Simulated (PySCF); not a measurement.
C₂H₆OSi₂, SMILES C1[SiH2]O[SiH2]C=1. Atoms are numbered in the order given.

```xyz
11

C     -0.6799     0.0000    -1.4100
C      0.6799     0.0000    -1.4100
Si     1.4236     0.0000     0.3276
O      0.0000     0.0000     1.2463
Si    -1.4236     0.0000     0.3276
H     -1.2540     0.0000    -2.3551
H      1.2540     0.0000    -2.3551
H      2.2518     1.2206     0.6219
H      2.2518    -1.2206     0.6219
H     -2.2518     1.2206     0.6219
H     -2.2518    -1.2206     0.6219
```

Geometry: PBE-D3(BJ)/def2-SVP. This is a generated structure with no PubChem entry under its InChIKey; it may be hypothetical.

The numbers are results of PySCF 2.14.0 with PBE-D3(BJ)/def2-SVP, not measurements.

Frequencies are harmonic and unscaled.

| mode | ν (cm⁻¹) | IR (km/mol) | moving atoms (share of kinetic energy) |
|---|---|---|---|
| 1 | 145 | 0.9 | O 46 %, H 32 %, Si 17 % |
| 2 | 260 | 0.0 | C 56 %, H 42 % |
| 3 | 409 | 5.3 | Si 60 %, O 29 % |
| 4 | 463 | 19.0 | C 53 %, Si 40 % |
| 5 | 486 | 2.5 | H 94 % |
| 6 | 627 | 0.0 | H 69 %, C 16 %, Si 14 % |
| 7 | 652 | 2.4 | C 44 %, H 30 %, Si 21 % |
| 8 | 658 | 64.3 | H 78 %, O 12 %, Si 9 % |
| 9 | 669 | 0.0 | H 94 % |
| 10 | 674 | 6.3 | H 49 %, C 42 % |
| 11 | 685 | 0.0 | O 41 %, Si 30 %, C 18 %, H 12 % |
| 12 | 736 | 115.4 | H 75 %, C 21 % |
| 13 | 788 | 50.4 | H 56 %, Si 26 %, C 13 % |
| 14 | 904 | 317.0 | H 67 %, Si 22 %, O 8 % |
| 15 | 929 | 308.5 | O 58 %, H 24 %, Si 18 % |
| 16 | 937 | 111.3 | H 89 %, O 9 % |
| 17 | 957 | 0.3 | H 93 % |
| 18 | 981 | 0.0 | H 80 %, C 20 % |
| 19 | 1047 | 5.3 | H 96 % |
| 20 | 1244 | 6.1 | H 65 %, C 34 % |
| 21 | 1532 | 0.2 | C 97 % |
| 22 | 2161 | 0.0 | H 96 % |
| 23 | 2162 | 238.6 | H 98 % |
| 24 | 2164 | 275.5 | H 96 % |
| 25 | 2170 | 25.2 | H 98 % |
| 26 | 3064 | 4.7 | H 92 % |
| 27 | 3084 | 11.4 | H 91 %, C 9 % |
